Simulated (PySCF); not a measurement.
Precursor series Hf Cl-F. Isolated molecules, 0 K electronic values unless said otherwise.

Computed with PySCF with B3LYP-D3(BJ)/def2-TZVP // r2SCAN-D4/def2-SVP. All candidates: neutral, multiplicity 1. B3LYP has the VWN-RPA correlation part, as in Gaussian. 

The HOMO comes out as -9.42 eV, the HOMO–LUMO gap comes out as 7.21 eV and the dipole moment is 0.17 D.

Question: Say which member has these values.
(A) [Hf(Cl)2(F)2]
(B) [Hf(Cl)4]
(C) [Hf(Cl)(F)3]
(D) [Hf(Cl)3(F)]

Answer: D, [Hf(Cl)3(F)]. The others give [Hf(Cl)(F)3]: -9.75 eV, 8.25 eV, 0.07 D; [Hf(Cl)2(F)2]: -9.54 eV, 7.58 eV, 0.14 D; [Hf(Cl)4]: -9.42 eV, 7.00 eV, 0.00 D
